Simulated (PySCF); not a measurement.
CH₃ClF₂SSi, singlet, geometry from GFN2-xTB. Base run: PySCF with PBE0/6-31G.

The PySCF input:
```python
from pyscf import gto, scf, dft, solvent

mol = gto.Mole()
mol.atom = '''
    C    -2.44887879   -0.07113625   -0.46887524
    S    -1.14127487    1.20912446   -0.48191049
    Si    0.56785002    0.02773115   -0.09147806
    F     0.93186825   -0.89490710   -1.34707121
    F     1.82359991    1.00196851   -0.04219286
    Cl    0.48992024   -1.13938675    1.51285073
    H    -3.38478612    0.44964728   -0.63871941
    H    -2.27063854   -0.78342343   -1.26718752
    H    -2.46866282   -0.56761200    0.49533337
'''
mol.basis = '6-31g'
mol.verbose = 3
mol.build()

mf = dft.RKS(mol)
mf.xc = 'pbe0'
mf.kernel()
mf.analyze()
```

Variants of this job, named by their change:

| change | ΔE vs base (kcal/mol) | dipole (D) | HOMO-LUMO gap (eV) |
|---|---|---|---|
| base | 0.000 | 3.55 | 7.30 |
| model = IEF-PCM; solvent = toluene; r_probe = 0.5 | -1.15 | 3.78 | 7.28 |
| model = SS(V)PE; solvent = toluene | -2.78 | 3.90 | 7.27 |
| model = IEF-PCM; solvent = toluene; vdw_scale = 1.0 | -6.30 | 3.97 | 7.29 |
| model = ddCOSMO; solvent = toluene | -3.09 | 3.86 | 7.30 |
| model = IEF-PCM; solvent = toluene | -2.82 | 3.91 | 7.27 |
| model = IEF-PCM; solvent = n-hexane | -2.17 | 3.83 | 7.28 |
| model = IEF-PCM; solvent = dimethylsulfoxide | -5.90 | 4.28 | 7.26 |
| model = IEF-PCM; solvent = toluene; lebedev_order = 41 | -2.82 | 3.91 | 7.27 |
| model = IEF-PCM; solvent = toluene; lebedev_order = 11 | -2.78 | 3.90 | 7.27 |
| model = COSMO; solvent = toluene | -2.76 | 3.87 | 7.29 |
| model = IEF-PCM; solvent = toluene; vdw_scale = 1.4 | -1.55 | 3.83 | 7.28 |

The base is the gas phase, so ΔE is the electrostatic part of solvation at a fixed geometry, without cavity and dispersion terms.
